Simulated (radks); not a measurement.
Results of a calculation; reference values are marked as such.
Q: The mean radii <r> (bohr) of the occupied orbitals of an atom or ion are listed with their occupations. Level of theory: Dirac Kohn-Sham, BLYP, spin-unpolarised, spherical densities, finite nucleus; Fermi nuclear charge, rms radius of each element as measured or else 0.836 A^(1/3) + 0.57 fm (a radial shooting solver on a logarithmic mesh with Libxc functionals).

| orbital | occ. | <r> |
|---|---|---|
| 1s1/2 | 2 | 0.04029 |
| 2s1/2 | 2 | 0.1776 |
| 2p1/2 | 2 | 0.1522 |
| 2p3/2 | 4 | 0.1563 |
| 3s1/2 | 2 | 0.5106 |
| 3p1/2 | 2 | 0.5118 |
| 3p3/2 | 4 | 0.5223 |
| 3d3/2 | 4 | 0.5233 |
| 3d5/2 | 6 | 0.5271 |
| 4s1/2 | 2 | 1.452 |
| 4p1/2 | 2 | 1.694 |
| 4p3/2 | 4 | 1.733 |
| 6s1/2 | 1 | 11.27 |

Name the element and its charge. Open shells, if any, fill j = l - 1/2 first.

A: Z = 37, rubidium, charge 0: Rb in [Kr] 6s1. The 1s radius gives Z: for a bare nucleus <r> = (2 gamma + 1)/(2Z) with gamma = sqrt(1 - (Z/c)^2), 0.03954 bohr for Z = 37, and screening makes it slightly larger (0.04029 here). The occupations add up to 37, and the charge is Z minus that.
